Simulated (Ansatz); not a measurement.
Basis-set extrapolation for `O[SiH2]/C(O)=C\Cl` (PBE0-D4/def2-TZVP geometry, frozen core, the Gaussian-basis code of Ansatz). Multiplicity 1, RHF reference.

```json
{"": "HF", "def2-TZVPP": "-976.946268", "def2-QZVPP": "-976.978799"}
{"": "MP2 correlation", "def2-TZVPP": "-1.108601", "def2-QZVPP": "-1.197868"}
{"": "CCSD(T) correlation", "def2-TZVPP": "-1.198939", "def2-QZVPP": "not run"}
```

Energies in hartree. Use E(X) = E(∞) + A·exp(−7.88·√X) for Hartree–Fock and E(X) = E(∞) + B·X^(−2.97) for correlation, with X = 3 and 4, and add CCSD(T) minus MP2 of the smaller set to the MP2 limit.

Problem. What is the CCSD(T) energy at the basis-set limit?

Solution. HF limit: -976.978799 + (-0.032531) × 0.13774 = -976.98328. MP2 limit: -1.197868 + (-0.089267) × 0.74074 = -1.26399. Higher-order term: -1.198939 − (-1.108601) = -0.09034. Total: -978.33761 hartree, 120.7 kcal/mol below CCSD(T)/def2-TZVPP.
